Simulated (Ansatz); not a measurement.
The cluster Y3O3⁺, relaxed as a singlet with RKS r2SCAN-D4/def2-SVP in Ansatz, starting from the GFN1-xTB geometry. Force threshold 0.02 eV/Å.

In the def2 sets Y takes a core potential; there is no spin–orbit coupling. The relaxation made no stability test and no search for a lower SCF solution. No other spin state of charge 1 was run. The structure comes from a short search, and lower isomers may exist.

Start:

```xyz
6

Y     0.907   -0.841    1.764
Y     0.609    0.780   -1.113
Y    -1.734   -0.550    0.307
O     2.038    0.196    0.415
O    -0.654   -1.018   -1.406
O    -1.167    1.434    0.033
```

```tsv
step	energy (eV)	largest force component (eV/Å)	SCF passes
1	-9264.2600	3.118	25
2	-9265.5921	1.184	29
3	-9265.7375	0.442	30
4	-9265.7794	0.259	30
5	-9265.7837	0.081	25
6 (rejected)	-9265.7827	0.105	23
7	-9265.7842	0.005	24
8	-9265.7842	0.010	16
9	-9265.7842	0.001	16
10	-9265.7842	0.001	15
11	-9265.7842	0.007	26
12	-9265.7843	0.010	26
13	-9265.7844	0.017	25
14	-9265.7846	0.031	25
15	-9265.7859	0.063	23
16	-9265.7948	0.161	30
17	-9265.8754	0.624	29
18	-9266.1662	0.824	29
19	-9266.5383	0.914	29
20 (rejected)	-9266.4302	2.978	30
21	-9266.6628	0.343	29
22	-9266.6823	0.182	23
23	-9266.6875	0.039	24
24 (rejected)	-9266.6874	0.065	25
25	-9266.6878	0.014	26
```

Force components are those of the run's own axes.

End:

```xyz
6

Y     0.754   -0.112    1.883
Y     0.645    0.701   -1.179
Y    -1.886   -0.751    0.057
O     1.894   -0.039    0.250
O    -0.784   -0.687   -1.602
O    -0.623    0.888    0.591
```

Bonds formed: Y1–O6 (atoms count from 1). The end is the same structure that another start reached, the lowest one found.

The force fell under the threshold at step 7, but the optimiser went on and released 0.904 eV more. No frequencies were taken in this run, so the end may be a saddle point.

Hardware: 4 threads of Arm Neoverse V1 on a shared host. Wall time 93 s.
